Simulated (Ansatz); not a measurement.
Basis sets compared for Tl₃H₄. The state is a doublet with charge 0. Geometry PBE-D4/def2-SVP. Ansatz on 4 threads of Arm Neoverse V2 on a shared host; times are rough, and most runs start from earlier orbitals.

```xyz
7

Tl   -0.1312    0.1647    0.1256
Tl    1.6300   -1.7038   -1.5077
Tl   -2.2527    2.4236    1.0882
H    -0.9112    0.8516    1.8177
H     1.6609   -0.4424    0.5279
H     0.5484    0.3534   -1.7102
H    -0.5441   -1.6470   -0.3414
```

In the def2 sets Tl takes a core potential; there is no spin–orbit coupling. Another isomer (doublet) lies 0.54 eV lower at PBE0-D4/def2-TZVP; other spin states weren't run for this one.

Binding counts from free atoms (Tl doublet, H doublet) in the same basis, without a counterpoise term.

```csv
level,functions,energy (Eh),HOMO (eV),LUMO (eV),binding per atom (eV),wall time
PBE-D4/def2-SVP,98,-519.9732,-3.61,-3.07,1.51,1.4 s
PBE0-D4/def2-SVP,98,-519.8626,-4.26,-2.38,1.46,1.9 s
```

(1) Estimate the rows for PBE-D4/def2-TZVP (with forces), PBE0-D4/def2-TZVP.

Results:

(1) 
```json
{"level": "PBE-D4/def2-TZVP (with forces)", "functions": "174", "energy (Eh)": "-519.9985", "HOMO (eV)": "-3.62", "LUMO (eV)": "-3.08", "binding per atom (eV)": "1.53", "wall time": "3 s"}
{"level": "PBE0-D4/def2-TZVP", "functions": "174", "energy (Eh)": "-519.8830", "HOMO (eV)": "-4.28", "LUMO (eV)": "-2.38", "binding per atom (eV)": "1.49", "wall time": "5 s"}
```
